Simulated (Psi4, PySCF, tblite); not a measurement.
Two rigid molecules brought together: C2H6 ··· COS (SMILES CC and O=C=S). Monomers: optimised at B3LYP-D3(BJ) (def2-TZVP), held rigid. Orientation: a higher rigid-body minimum at GFN2-xTB. The monomers approach along the line of their centres of mass (distance R); nothing else relaxes.

Geometry at R = 4.33 Å (first 8 atoms: monomer A):
```
11

C      0.7607    -0.0460     0.0397
C     -0.7607     0.0460    -0.0397
H      1.2367     0.6075    -0.6941
H      1.1251     0.2462     1.0265
H      1.1073    -1.0636    -0.1515
H     -1.1073     1.0636     0.1515
H     -1.1251    -0.2462    -1.0265
H     -1.2367    -0.6074     0.6941
O     -4.2560    -0.7545     1.0549
C     -4.2927    -0.1064     0.0989
S     -4.3422     0.7697    -1.1935
``` The table gives interaction energies.

```tsv
R / Å	A	B	C
3.75	3.49	10.23	20.65
3.93	-1.65	1.91	10.82
4.09	-3.58	-1.64	6.00
4.33	-4.31	-3.54	2.45
4.50	-4.14	-3.69	1.32
4.70	-3.69	-3.36	0.67
5.05	-2.75	-2.45	0.26
5.36	-2.03	-1.74	0.13
5.84	-1.22	-1.01	0.01
6.51	-0.59	-0.49	-0.09
7.54	-0.19	-0.19	-0.10
8.86	-0.03	-0.06	-0.03
```

Energies in kJ/mol.

Question: Assign the columns to these levels of theory: GFN2-xTB in tblite 0.5.0; DF-MP2/aug-cc-pVDZ, frozen core, counterpoise-corrected (Psi4); restricted B3LYP/6-311+G**, spherical d, no counterpoise correction run with PySCF.

Answer: A is GFN2-xTB; B is MP2/aug-cc-pVDZ; C is RKS-B3LYP/6-311+G**.
